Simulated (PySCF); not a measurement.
Mg(Br)(SMe) (CH3BrMgS), SMILES C[S][Mg][Br].

Geometry optimised at PBE0-D3(BJ)/def2-SVP. The structure was generated by enumeration; whether it is a known compound was not checked. One conformer was computed; it need not be the lowest.

Computed with PBE/def2-TZVP (PySCF).

Gas-phase values at a fixed geometry.

```
Quantity                                                                                                         Value
---------------------------------------------------------------------------------------------  -----------------------
total energy                                                                                       -3211.73655 hartree
point group                                                                                                         Cs
highest occupied level                                                                                        -5.63 eV
lowest empty level                                                                                            -2.29 eV
orbital gap                                                                                                    3.34 eV
dipole moment                                                                                                   1.76 D
quadrupole, principal values (traceless, Buckingham form, about the centre of nuclear charge)  -13.30, 3.27, 10.03 D·Å
mean static polarisability                                                                       82.2 bohr³ (12.18 Å³)
polarisability, principal values                                                               65.3, 70.4, 110.9 bohr³
```
